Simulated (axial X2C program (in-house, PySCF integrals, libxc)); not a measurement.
# BrCoBr⁻: properties at the nuclei

Calculated with an axial X2C code built on PySCF integrals: two-component X2C with atomic mean-field Coulomb and Gaunt terms, Gaussian nuclei, basis Br dyall-av3z, Co dyall-v3z with contracted cores.

Br–Co–Br held linear, with bonds 2.292 and 2.292 Å (near the PBE0 minimum at charge -1 of the determinant lowest at the starting distance; the state shown can have its own minimum elsewhere, held linear; other orders of the atoms were not compared).

Determinant lowest in the PBE0 search, Ω = 1 (⟨Sz⟩ = 1.00, ⟨Lz⟩ = 0.00 at PBE0), spin on the atoms Br 0.01, Co 0.98, Br 0.01:

| level | A∥/gI Br (MHz) | qzz Br (a.u.) | A∥/gI Co (MHz) | qzz Co (a.u.) |
| --- | --- | --- | --- | --- |
| PBE0 | -28.9 | 1.72 | 148 | 1.99 |
| HF | -14.7 | 1.07 | -20.3 | 1.20 |
| BHandHLYP | -17 | 1.53 | 110 | 1.74 |

A∥ (defined per Ω) follows by multiplying with gI = μI/(I μN); qzz is the electric field gradient, eQq0 = 234.96 MHz × Q/barn × qzz. The operators were transformed with the bare-nucleus X2C matrices; with these basis sets, hyperfine constants and field gradients can be off by tens of per cent, and where levels differ in sign neither size nor sign is settled.

Question: With gI(79Br) = 1.4043, Q(79Br) = 0.3087 barn, Q(59Co) = 0.42 barn (g factors from the IAEA table of nuclear moments by Stone; Q from Pyykkö, Mol. Phys. 2018), turn the PBE0 values of the first state into constants in MHz.

Answer: A∥(79Br) = -28.9 × 1.4043 = -40.6 MHz; eQq0(79Br) = 234.96 × (0.3087) × (1.72) = 125 MHz; eQq0(59Co) = 234.96 × (0.42) × (1.99) = 196 MHz.

The molecule was held linear; bending was not examined, so a bent shape may lie lower.

Each state is one determinant with collinear spin, which with several unpaired electrons need not be a pure state. Unrestricted Hartree–Fock can overshoot spin polarisation at the nuclei. For an anion, determinants above electron detachment, or with a positive highest level, are held by the basis set. With several open shells hyperfine constants can be off by a factor of several. Open-shell Ω = 0 determinants with evenly filled partner blocks cannot be reached by this program, so the Ω shown need not be the lowest component. At BHandHLYP, HF a later determinant lies lower. States lie within half an eV, so the first need not be the ground state. Further determinants of the search, some of them spin-mixed, are not shown. Where a field gradient or hyperfine factor spreads by more than a factor of two over the levels, a constant derived from it is not to be relied on.
